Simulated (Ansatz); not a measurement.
`C#C[SiH](Cl)OC` + H₂ → `CO[SiH2]Cl` + acetylene at 600 K and 1 bar (hydrogenolysis of the Si–C bond).

Program: Ansatz. Geometries: PBE0-D4/def2-TZVP. ΔE: electronic, gas phase. CBS: MP2 limit from def2 TZ/QZ plus the TZ coupled-cluster correction, frozen cores. This one scheme is used for every species. Each species was taken in one conformer, which may not be the lowest.

```
         species  CCSD(T)/CBS energy (Eh)  H − E (kJ/mol)  S (J/(mol·K))
`C#C[SiH](Cl)OC`               -941.23261           260.0          479.5
              H₂                 -1.17544            43.9          150.8
    `CO[SiH2]Cl`               -865.17164           213.2          405.0
           `C#C`                -77.22717            96.2          235.4
```

H − E and S are ideal-gas, rigid-rotor, harmonic terms from PBE0-D4/def2-TZVP, for one conformer and one mirror image of each species. The MP2-based limit puts H₂ 0.8 mEh under its directly extrapolated value; such offsets cancel only in part. 1 Eh = 2625.50 kJ/mol, R = 8.31446 J/(mol·K).

Q: By hand: ΔE, ΔH, ΔS and ΔG.

A: ΔE = (-865.17164) + (-77.22717) − (-941.23261) − (-1.17544) = 0.00924 Eh = 24.3 kJ/mol. Δ(H − E) = 213.2 + 96.2 − 260.0 − 43.9 = 5.5, so ΔH = 29.8 kJ/mol. ΔS = 405.0 + 235.4 − 479.5 − 150.8 = 10.1 J/(mol·K). ΔG = 29.8 − 600 × (10.1)/1000 = 23.7 kJ/mol.

Q: By hand: the equilibrium constant, and the temperature at which ΔG would vanish if ΔH and ΔS stayed fixed.

A: log₁₀ K = −ΔG/(RT ln 10) = -2.1. ΔG = 0 at ΔH/ΔS = 2950 K, far beyond where these terms or the molecules hold.

The number of gas molecules stays the same, so ΔS is small and ΔH decides. A doubt of 5 kJ/mol in ΔE shifts log₁₀ K by 0.4 here. Other conformers and mirror images would add mixing entropy, several J/(mol·K) or more a flexible species. These are equilibria of isolated gas molecules and say nothing of rates. Largest T1 diagnostic: 0.013 (customary marks: 0.02 for closed shells, 0.045 for open ones).
